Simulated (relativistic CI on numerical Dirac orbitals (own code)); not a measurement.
Pt34+: sensitivity of the levels to the model

Base calculation: Dirac-Coulomb-Breit CI, separate exchange-only KLI orbitals for each configuration, a model potential for QED, unscaled Slater integrals.

Configuration list (outside the closed core [Ar] 3d10): 4s2 4p6 4d8, 4s2 4p6 4d7 4f, 4s2 4p5 4d9, 4s 4p6 4d9, 4s2 4p5 4d8 4f, 4s 4p6 4d8 4f, 4s2 4p6 4d7 5s, 4s2 4p6 4d6 4f 5s, 4s2 4p6 4d7 5p, 4s2 4p5 4d8 5s, 4s2 4p6 4d7 5f, 4s2 4p6 4d6 5s 5p, 4p6 4d9 4f, 4s 4p6 4d7 4f 5s, 4s2 4p5 4d8 5d, 4s2 4p6 4d7 6p, 4s 4p6 4d8 5p, 4s2 4p6 4d7 6f, 4p6 4d9 5p, 4s2 4p5 4d8 5g, 4s2 4p5 4d8 6s, 4s2 4p6 4d7 7p, 4p6 4d8 4f 5s, 4p6 4d10, 4p5 4d10 4f, 4p6 4d9 5s, 4p5 4d10 5s, 4p5 4d9 4f 5s. Double excitations out of closed p, d and f shells are left out; levels of such configurations are missing from the list, as are those of other unlisted configurations, and high levels can miss mixing partners. These lack a partner that the ground configuration has and come out too high: 4s2 4p5 4d8 5d, 4s2 4p5 4d8 5g, 4s2 4p5 4d8 6s.

The lowest level and the first level of each name with at least 55 % of one term (blank where a level has no safe partner in the second run):

| Level | Base (cm⁻¹) | Shift (cm⁻¹) |
| --- | --- | --- |
| 4s2 4p6 4d8 3F_4 | 0 | 0 |
| 4s2 4p6 4d8 3P_0 | 104231 | -55584 |
| 4s2 4p6 4d8 3F_3 | 173121 | -173121 |
| 4s2 4p6 4d8 3P_1 | 222492 | -173846 |
| 4s2 4p6 4d8 1G_4 | 226126 | -162812 |
| 4s2 4p6 4d8 3F_2 | 372489 |  |
| 4s2 4p6 4d8 1S_0 | 466223 | -291848 |
| 4s2 4p5 4d9 3F°_4 | 1645816 | -222001 |
| 4s2 4p6 4d7 4f 5I°_8 | 1770440 | -59881 |
| 4s2 4p5 4d9 3P°_0 | 1853151 | -385854 |

At this charge energies of transitions that change n are usually good to better than 1 %, and those within a shell (Δn = 0) to a few per cent. Terms inside the open d or f shell come out 10 to 20 % too wide with unscaled integrals.

**Question.** One thing was changed in a second run, which moved the levels as shown. Which?
A. configuration mixing switched off
B. non-relativistic limit
C. QED terms removed
D. Breit term removed

**Answer.** B. Non-relativistic limit. Without relativity the fine structure collapses and s electrons lose their extra binding.

LS names give the leading component of a level, which can be under half, so a name can repeat, a term be missing and a line seem to break the LS rules.
